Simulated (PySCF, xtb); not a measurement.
WO2F2, SMILES [O]=[W]([F])(=[O])[F], multiplicity 1.

GFN2-xTB (xtb) at its own geometry gives an orbital gap of 3.74 eV and a dipole moment of 3.66 D.

Geometry: B3LYP-D3(BJ)/def2-SVP. The multiplicity is an assumed one; other spin states were not compared. The isomer is the one that the SMILES or the coordinates give; other isomers of the formula were not compared. The def2 effective core potentials stand for the cores of W; spin–orbit coupling is left out.

Question: What does PySCF with PBE/def2-TZVP give? (The exact figures need the calculation; the answer reports its results.)

Answer: gap 4.68 eV (levels -8.17 and -3.49 eV), dipole 1.66 D.
